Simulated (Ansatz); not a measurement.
System: C2H3BO2, charge 0, singlet. C2H3BO2 (ethynylboronic acid, SMILES C#CB(O)O).
B3LYP-D3(BJ)/def2-TZVP minimum from Ansatz (a program for electronic structure):
```xyz
8

B     -0.4556    -0.1895     0.0342
C      0.9646     0.4011    -0.0724
C      2.0745     0.8627    -0.1558
H      3.0543     1.2701    -0.2293
O     -0.7964    -1.0525     1.0296
H     -0.0733    -1.2415     1.6337
O     -1.4289     0.1271    -0.8625
H     -1.1354     0.7389    -1.5430
```

Total energies in cc-pVDZ, 26 correlated electrons, 5 frozen orbitals. UHF or UKS for unpaired electrons; spin-orbit terms are left out. Cores are frozen in correlated methods. No relativity.

```
method    program  energy (Eh)  minus CCSDT(Q) (mEh)
--------  -------  -----------  --------------------
HF         Ansatz   -251.97362                748.67
MP2        Ansatz   -252.67198                 50.31
CCSD       Ansatz   -252.69588                 26.42
CCSD(T)    Ansatz   -252.71920                  3.10
CCSDT(Q)   Ansatz   -252.72229                  0.00
```

Rough core times of Ansatz's runs on a shared machine: CCSD(T) under 20 s, CCSDT(Q) 6 min.
